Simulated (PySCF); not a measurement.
## Dipole response of Zn²⁺ (zinc, charge +2)

[Ar] 3d10, closed-shell 1S. All numbers are calculated (PySCF 2.14, no relativity, point nucleus, in def2-TZVPPD). Coupled (time-dependent) response in atomic units; α is the mean over directions.

```json
{"method": "UHF", "mean α (bohr³)": "1.629", "C₆ (like pair)": "3.386", "S(−4)": "1.659"}
{"method": "PBE", "mean α (bohr³)": "2.104", "C₆ (like pair)": "4.147", "S(−4)": "3.816"}
{"method": "PBE0", "mean α (bohr³)": "1.934", "C₆ (like pair)": "3.883", "S(−4)": "2.916"}
{"method": "wB97M-V", "mean α (bohr³)": "2.002", "C₆ (like pair)": "3.976", "S(−4)": "3.339"}
{"method": "TPSS", "mean α (bohr³)": "2.076", "C₆ (like pair)": "4.116", "S(−4)": "3.652"}
```

S(−4) is the Cauchy moment in α(ω) = α(0) + S(−4) ω² + …

α(iu) at PBE0:

```
u (hartree)  α(iu) (bohr³)
          0          1.934
     0.0500          1.926
      0.100          1.905
      0.200          1.827
      0.300          1.716
      0.500          1.470
      0.750          1.213
       1.00          1.033
       1.50         0.8179
       2.00         0.6927
       3.00         0.5331
       5.00         0.3378
```

A single London oscillator, α(iu) = α/(1 + u²/ω²), gives C₆ = (3/4) ω α². Matching the computed C₆ needs ω = 4 × 3.883 / (3 × 1.934²) = 1.38 hartree.

For an ion, C₆ is the dispersion term alone; charge-induced terms of lower order in 1/R come first.
